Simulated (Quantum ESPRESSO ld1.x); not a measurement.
Values are calculated unless marked as measured or tabulated.
Question: All-electron atom: Er2+ in [Xe] 4f11 5d1 (not the ground configuration). Level of theory: Dirac Kohn-Sham, PBEsol, spin-unpolarised, spherical densities, point nucleus; open shells fill j = l - 1/2 first (ld1.x of Quantum ESPRESSO 7.5). Some entries of the table are withheld. Estimate them.

orbital,occ.,eigenvalue (hartree),r(max) (bohr),<r^2> (bohr^2)
1s1/2,2,-2105.9920,0.013,0.0005681
2s1/2,2,-354.2522,0.073,0.008779
2p1/2,2,-337.4585,0.056,0.006332
2p3/2,4,-303.7839,0.062,0.007551
3s1/2,2,-79.9911,0.208,0.05798
3p1/2,2,-72.6243,0.195,0.05366
3p3/2,4,-65.5537,0.208,0.06051
3d3/2,4,-52.9523,(1),0.04766
3d5/2,6,-51.4068,(2),0.04956
4s1/2,2,-16.4057,0.473,0.2913
4p1/2,2,-13.4622,0.477,0.3041
4p3/2,4,-11.8640,0.505,0.3419
4d3/2,4,-7.0183,0.505,0.3851
4d5/2,6,-6.7270,0.517,0.3999
5s1/2,2,-2.5775,1.11,1.719
5p1/2,2,(3),1.20,2.173
5p3/2,4,(4),1.29,2.506
4f5/2,6,-0.8906,0.505,0.7736
4f7/2,5,-0.8483,0.509,0.8053
5d3/2,1,-0.5617,1.77,6.004
5d5/2,0,-0.5460,1.82,6.306

Answer: 
(1) 3d3/2 r(max) (bohr): 0.165
(2) 3d5/2 r(max) (bohr): 0.167
(3) 5p1/2 eigenvalue (hartree): -1.7647
(4) 5p3/2 eigenvalue (hartree): -1.5539
